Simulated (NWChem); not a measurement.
Molecule: CClCuO; SMILES [O+]#[C-]->[Cu][Cl]

```xyz
4

Cu     0.0000     0.0006     0.0000
Cl     0.0000    -2.0851     0.0000
O      0.0000     2.9429     0.0000
C      0.0000     1.8131     0.0000
```
Atoms are numbered in this order, from 1.

Geometry: optimised at PBE0/def2-SVP.

Problem. Give the principal values of the shielding tensors (ppm) of Cu1, Cl2, O3, C4 from B3LYP/6-31G* (spherical d), GIAO (NWChem), with their diamagnetic and paramagnetic parts as GIAO splits them.

Solution. 
| atom | σ11 | σ22 | σ33 | isotropic | diamagnetic | paramagnetic |
|---|---|---|---|---|---|---|
| Cu1 | -365.7 | -365.7 | 2416.6 | 561.8 | 2391.7 | -1830.0 |
| Cl2 | 890.3 | 890.3 | 1155.1 | 978.5 | 1147.9 | -169.4 |
| O3 | -195.8 | -195.8 | 413.4 | 7.3 | 399.2 | -391.9 |
| C4 | -92.2 | -92.2 | 285.4 | 33.7 | 259.4 | -225.7 |
